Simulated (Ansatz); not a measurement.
System: C$_{3}$H$_{11}$BN$_{2}$, charge 0, multiplicity 1. 
Geometry from a B3LYP-D3(BJ)/def2-TZVP (Ansatz, a first-principles code) optimisation:
```xyz
17

C     -2.1519    -0.2245     0.9248
N     -0.8665    -0.5171     0.3260
B      0.1499     0.4104    -0.0215
C     -0.0289     1.9661     0.2264
N      1.3539    -0.0673    -0.6045
C      1.6707    -1.4508    -0.8946
H     -2.9839    -0.5393     0.2857
H     -2.2486     0.8477     1.0839
H     -2.2732    -0.7144     1.8969
H     -0.7176    -1.4982     0.1537
H      0.8443     2.5373    -0.0967
H     -0.8930     2.3669    -0.3116
H     -0.1890     2.1935     1.2844
H      2.0694     0.5929    -0.8484
H      1.6702    -2.0690     0.0106
H      2.6620    -1.5293    -1.3404
H      0.9593    -1.8939    -1.6011
```

Computed values are from Ansatz. Correlated levels leave the core frozen unless marked. UHF or UKS for open shells. Spin-orbit coupling is left out. No relativistic terms. CBS(X,Y): correlation extrapolated as X^-3; Hartree-Fock from the larger set.

- atomisation energy De = 1578.8 kcal/mol at CCSD(T)/CBS(cc-pVTZ,cc-pVQZ)
- total energy = -255.0460 Eh at CCSD(T)/CBS(cc-pVTZ,cc-pVQZ)
- dipole moment = 1.03 D at CCSD(T)/aug-cc-pVDZ
- T1 diagnostic = 0.011 at CCSD/cc-pVQZ
